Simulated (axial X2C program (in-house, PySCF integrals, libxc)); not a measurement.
## TaH: from the spin-free to the two-component result

Computed with an axial X2C code built on PySCF integrals. Spin-free means the one-electron spin-free X2C Hamiltonian; two-component (2c) means X2C with spin–orbit coupling and atomic mean-field two-electron Coulomb and Gaunt terms, so the difference of the two also holds small scalar two-electron terms. Basis: Ta dyall-v3z [13s14p9d7f2g], H dyall-v3z [6s2p1d] (cores contracted in-house); Gaussian nuclei, density fitting, unrestricted open shells. Masses: Ta 180.948 u, H 1.008 u.

Spin-free state: M_S = 2, Λ = 2 (beyond evenly filled blocks: σα, π+α, π-α, δ+α); fragments Ta + H.

| level | Re (Å) | ωe (cm⁻¹) | De (eV) | μ (D) |
| --- | --- | --- | --- | --- |
| PBE0 | 1.763 | 1793.3 | 2.717 | -1.90 |
| HF | 1.826 | 1687.7 | 2.176 | -1.87 |
| MP2 | 1.743 | 1850.6 | 2.235 | n/a |
| B3LYP | 1.771 | 1762.3 | 2.466 | -1.84 |
| PW91 | 1.762 | 1774.3 | 2.759 | -1.74 |

Correlated methods: 28 electrons correlated (number of frozen shells: Ta 4 s, 3 p, 2 d; H none), 230 virtual spin orbitals or spinors in MP2.

Dipoles are positive if H is the positive end.

Two-component determinant lowest at the distance of the search:

Ω = 1 (⟨Sz⟩ = 1.98, ⟨Lz⟩ = -0.98 at HF); fragments Ta + H.

```tsv
level	Re (Å)	ωe (cm⁻¹)	μ (D)
PBE0	1.772	1802.7	-2.10
HF	1.820	1739.8	-2.35
MP2	1.757	1857.6	n/a
B3LYP	1.776	1778.9	-2.02
PW91	1.772	1779.9	-1.89
```

(1) From the two tables, how do the constants change at the MP2 level (2c against spin-free)?

Occupations by symmetry block were frozen at the best pattern of an incomplete PBE0 search. De is counted from the lowest determinant-based energies of the atoms at the same level, without counterpoise correction. De is not given where an atomic determinant may have missed its ground term or J level, or where the truncated virtual space spoils (T). Density functionals use the spin component along the axis (collinear). PBE0 can misorder states that lie within some tenths of an eV, so this need not be the ground state of the molecule. The nearest other spin-free determinant of the search, M_S = 2, Λ = 1, lies 0.03 eV up at the distance of the search. Without a current term, density functionals place determinants with orbital angular momentum somewhat too high. With several unpaired electrons one determinant need not be a pure state. Open-shell Ω = 0 determinants with evenly filled partner blocks cannot be reached by this program, so the Ω shown need not be the lowest component. At some level and bond length an empty orbital lies below a filled one.

## Answers

(1) At the MP2 level Re goes up by 0.014 Å and ωe increases by 7.0 cm⁻¹. The two determinants differ in configuration, so these shifts compare two states and are not the spin–orbit effect on one state.
